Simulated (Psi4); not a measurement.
A dimer, F4Si ··· C6F6 (SMILES F[Si](F)(F)F and Fc1c(F)c(F)c(F)c(F)c1F), singlet; the first 5 atoms form monomer A.

```
17

F     -1.0825     0.9900     0.5521
Si    -0.0001    -0.0001    -0.0005
F      1.2078     0.8155    -0.5779
F      0.5019    -0.9241     1.1619
F     -0.6270    -0.8814    -1.1356
F     -0.4347     4.7599    -1.5435
C     -1.6166     4.2023    -1.2892
C     -2.1384     3.2542    -2.1585
F     -1.4577     2.9030    -3.2474
C     -3.3703     2.6723    -1.8921
F     -3.8715     1.7628    -2.7249
C     -4.0804     3.0388    -0.7570
F     -5.2622     2.4811    -0.5031
C     -3.5585     3.9869     0.1123
F     -4.2392     4.3381     1.2012
C     -2.3266     4.5688    -0.1541
F     -1.8255     5.4784     0.6787
```

Question: What interaction energy does SAPT0/jun-cc-pVDZ, frozen core (Psi4) give, and which attractive term is the largest?

Answer: Total -2.55 kJ/mol: electrostatics -0.09, exchange 1.63, induction -0.30, dispersion -3.78. The most attractive term is dispersion.
